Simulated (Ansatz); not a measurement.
`C[O][Ti]([OH])([OH])[OH]` at its PBE0-D4/def2-TZVP geometry, where that method's forces vanish. Total charge 0; spin multiplicity 1.

```xyz
12

C     1.6476    0.7257    1.2185
O     0.7465   -0.1464    0.6137
Ti   -0.5745   -0.4055   -0.5402
O     0.0629   -1.4267   -1.8941
O    -1.9773   -1.2025    0.2678
O    -1.1493    1.1770   -1.1908
H     2.6688    0.4822    0.9085
H     1.5844    0.6322    2.3076
H     1.4356    1.7644    0.9432
H    -0.3693   -1.6480   -2.7200
H    -2.0832   -1.5652    1.1471
H    -1.9922    1.6128   -1.0612
```

Question: What forces (eV/Å) does r2SCAN-D4/def2-TZVPP give on these atoms in the Gaussian-basis code of Ansatz? (Estimate.)

Answer: Computed: 
```
C1   0.184  0.172  0.121
O2   0.109 -0.123  0.105
Ti3 -0.096 -0.005 -0.022
O4   0.171 -0.167 -0.177
O5  -0.240 -0.127  0.069
O6  -0.030  0.250 -0.129
H7  -0.004  0.003  0.005
H8   0.000  0.001 -0.005
H9   0.000 -0.001  0.002
H10 -0.044 -0.007 -0.043
H11  0.000 -0.016  0.059
H12 -0.051  0.021  0.016
```
